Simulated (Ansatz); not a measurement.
Ansatz (an electronic-structure program) input:

Ansatz 0.2 input:
```yaml
crystal:
  periodic: [false, false, false]
  atoms:
    - {symbol: C, position_ang: [1.88798504, 0.66839427, -0.01309512]}
    - {symbol: O, position_ang: [0.76101893, -0.21517209, 0.40905698]}
    - {symbol: B, position_ang: [-0.63666897, -0.17554532, -0.03820807]}
    - {symbol: O, position_ang: [-1.33592651, -1.13032569, 0.57133344]}
    - {symbol: O, position_ang: [-0.85677571, 0.78795049, -0.92711474]}
    - {symbol: H, position_ang: [2.24247668, 1.17508925, 0.87833003]}
    - {symbol: H, position_ang: [2.63925245, 0.02805026, -0.46320593]}
    - {symbol: H, position_ang: [1.45829685, 1.35753753, -0.72941139]}
    - {symbol: H, position_ang: [0.98120200, -0.90116435, 1.06071537]}
    - {symbol: H, position_ang: [-2.27565026, -1.24906960, 0.39492690]}
    - {symbol: H, position_ang: [-1.73667674, 0.91729615, -1.29794932]}
basis:
  gaussian:
    orbitals: def2-TZVPD
hamiltonian:
  xc: {name: BLYP}
total_charge: 1
output: {forces: true}
```

Q: Predict the final energy.

A: -292.15447 Eh (BLYP/def2-TZVPD). The basis has 248 functions.

It need not be the lowest isomer of its formula.
